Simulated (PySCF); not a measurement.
Dipole response of Sb (antimony, neutral)

[Kr] 4d10 5s2 5p3, high-spin 4S determinant. Computed with PySCF 2.14 in aug-cc-pwCVTZ-DK3 with one added diffuse shell each of s, p, d, f type (11s10p8d5f1g, 125 functions), with scalar relativity by spin-free X2C-1e. Coupled (time-dependent) response in atomic units; α is the mean over directions.

```tsv
method	mean α (bohr³)	C₆ (like pair)	S(−4)
UHF	44.30	491.8	505.7
PBE	47.96	530.4	699.8
PBE0	45.70	503.7	590.9
```

S(−4) is the Cauchy moment in α(ω) = α(0) + S(−4) ω² + …

Reference α: 43 ± 2 bohr³ (recommended; Schwerdtfeger and Nagle, table of static dipole polarizabilities (2023 update)). Published C₆: 492.0 (Chu and Dalgarno (2004); Tang, Norbeck and Certain (1976)).

α(iu) at PBE0:

```
u (hartree)  α(iu) (bohr³)
          0          45.70
     0.0500          44.29
      0.100          40.67
      0.200          31.41
      0.300          23.54
      0.500          13.95
      0.750          8.397
       1.00          5.738
       1.50          3.349
       2.00          2.290
       3.00          1.318
       5.00         0.6158
```

A single London oscillator, α(iu) = α/(1 + u²/ω²), gives C₆ = (3/4) ω α². Matching the computed C₆ needs ω = 4 × 503.7 / (3 × 45.70²) = 0.322 hartree.
